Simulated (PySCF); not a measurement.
Job for PySCF: R-B3LYP/LANL2DZ on AlFHI (SMILES [F][AlH][I]), a point of a bond scan (R = 4.989 Å).

```python
from pyscf import gto, scf, dft, mp
from pyscf.data.elements import chemcore

mol = gto.M(
    atom='''
    Al   -0.15957705   -0.93431310   -1.31851792
    F    -1.73146193   -1.33495906   -1.60854745
    H     3.38568305   -2.61929723   -4.39844506
    I     0.31527061    0.48342589    0.63959727
    ''',
    basis='lanl2dz',
    ecp={'Al': 'lanl2dz', 'I': 'lanl2dz'},
    charge=0, spin=0, verbose=3, max_memory=1800)
mf = dft.RKS(mol, xc='b3lyp')
mf.conv_tol = 1e-8
mf.max_cycle = 100
mf.kernel()
if not mf.converged:
    mf = mf.newton().run(mf.mo_coeff, mf.mo_occ)
```

Output:

```
converged SCF energy = -113.741301088176
```

The calculation finished and met its thresholds.

Cost: roughly 6 core-seconds.
